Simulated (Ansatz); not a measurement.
One change: `C[N](C)[Ti]1234([CH3])([NH2])[C@@H]5[C@H]1[C@H]2[C@@]3(C)[C@@H]54` becomes `C[N](C)[Ti]1234([CH3])([CH3])[C@@H]5[C@H]1[C@H]2[C@@]3(C)[C@@H]54`.

Ansatz, PBE0-D4/def2-TZVP geometries, multiplicity 1. Each molecule was computed in one conformer, which needn't be the lowest.

Scalar relativity is left out up to krypton.

| property | `C[N](C)[Ti]1234([CH3])([NH2])[C@@H]5[C@H]1[C@H]2[C@@]3(C)[C@@H]54` |
| --- | --- |
| HOMO–LUMO gap (B3LYP/def2-TZVPP) / eV | 4.59 |
| size of the dipole moment (B3LYP/def2-TZVPP) / D | 1.23 |
| LUMO energy (B3LYP/def2-TZVPP) / eV | -1.24 |
| HOMO energy (ωB97M-V/def2-TZVPP) / eV | -8.19 |
| LUMO energy (PBE/def2-TZVPP) / eV | -2.07 |
| HOMO–LUMO gap (ωB97M-V/def2-TZVPP) / eV | 9.36 |

Question: Give the same properties after the change, and the shifts. (An estimate is asked.)

Answer: The calculation gave: 
| property | `C[N](C)[Ti]1234([CH3])([CH3])[C@@H]5[C@H]1[C@H]2[C@@]3(C)[C@@H]54` | shift |
| --- | --- | --- |
| HOMO–LUMO gap (B3LYP/def2-TZVPP) / eV | 4.61 | 0.02 |
| size of the dipole moment (B3LYP/def2-TZVPP) / D | 1.88 | 0.65 |
| LUMO energy (B3LYP/def2-TZVPP) / eV | -1.37 | -0.13 |
| HOMO energy (ωB97M-V/def2-TZVPP) / eV | -8.32 | -0.13 |
| LUMO energy (PBE/def2-TZVPP) / eV | -2.19 | -0.12 |
| HOMO–LUMO gap (ωB97M-V/def2-TZVPP) / eV | 9.35 | -0.01 |

Dipoles are sizes alone; their direction can turn.

B3LYP here is the variant with VWN-RPA as its local correlation; programs differ in this.
